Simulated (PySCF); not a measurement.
A GIAO shielding run with PySCF 2.14 (density fitting, non-relativistic, gas phase) on SMILES CS[Si@]1([SiH3])[SiH2]O[SiH2][SiH2]1, CH12OSSi5:

```
$ OMP_NUM_THREADS=1 python probes_run.py task.json out

{"job": {"kind": "nmr", "xc": "PBE0", "basis": "pcSseg-1"}, "charge": 0, "multiplicity": 1}
C      2.318760    -0.992799    -1.916212
S      1.090244    -1.985446    -1.025060
Si     0.242957    -0.400936     0.241456
Si     1.980781     0.398682     1.612027
Si    -1.587742    -1.265781     1.400334
O     -2.677751    -0.100853     1.039782
Si    -2.959837     1.086830    -0.052493
Si    -0.894839     1.217141    -1.100072
H      1.813581    -0.240867    -2.515973
H      2.871478    -1.672102    -2.557214
H      2.992045    -0.520397    -1.206475
H      2.239434     1.819072     1.348547
H      1.642121     0.276392     3.032344
H      3.267040    -0.280842     1.426920
H     -1.461790    -1.161597     2.854070
H     -2.230951    -2.524898     1.036960
H     -3.354880     2.222981     0.779764
H     -4.103418     0.624888    -0.840202
H     -0.929215     0.964739    -2.551443
H     -0.263166     2.546474    -1.010098
```

Hardware: 1 thread of an Arm Neoverse N1, shared host. The job also computes population analyses, field gradients, ring-centre shieldings.

Q: How large is the calculation?

A: 112 electrons, 238 basis functions and 1382 auxiliary functions.

Q: How long does it take, and how much memory does it need?

A: 110 s of wall time, with 14 SCF cycles and 5 response iterations; peak memory 1.1 GiB. Times on a shared host scatter by some tens of per cent.
